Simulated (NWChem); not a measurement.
Plane-wave run on MgH₂ (space group P4_2/mnm)

```
CELL_PARAMETERS angstrom
      4.47669     0.00000     0.00000
      0.00000     4.47669     0.00000
      0.00000     0.00000     2.99254
ATOMIC_POSITIONS crystal
  Mg 0.50000 0.50000 0.50000
  Mg 0.00000 0.00000 0.00000
  H  0.69557 0.69557 0.00000
  H  0.30443 0.30443 0.00000
  H  0.80443 0.19557 0.50000
  H  0.19557 0.80443 0.50000
```

All runs are NWChem calculations. Origin of the cell: Materials Project cell, not relaxed here.

Norm-conserving pseudopotentials with valence charges Mg 2, H 1, fixed occupations, no spin-orbit coupling, density cut at twice the wavefunction cutoff.

Level: LDA (Vosko), default library, cutoff 35 Ha, density from a 4×4×4 mesh. Bands run along Γ–X–M–Γ–Z–R–A–Z with k in units of the cell's reciprocal vectors.

Task: Give the band energies at the labelled points, in eV from the valence-band top.

Result: 
```tsv
point	k	band 1	band 2	band 3	band 4	band 5	band 6
Γ	0.000 0.000 0.000	-6.69	-1.49	-1.49	-0.46	4.44	4.89
X	0.000 0.500 0.000	-5.02	-5.02	-0.50	-0.50	5.08	5.08
M	0.500 0.500 0.000	-3.91	-3.91	-2.87	-2.87	9.00	9.00
Z	0.000 0.000 0.500	-3.15	-3.15	-0.03	-0.03	6.09	6.09
R	0.000 0.500 0.500	-2.35	-2.35	-1.14	-1.14	5.00	5.00
A	0.500 0.500 0.500	-1.93	-1.93	-0.97	-0.97	3.59	3.59
```
Bands up to 4 are filled.
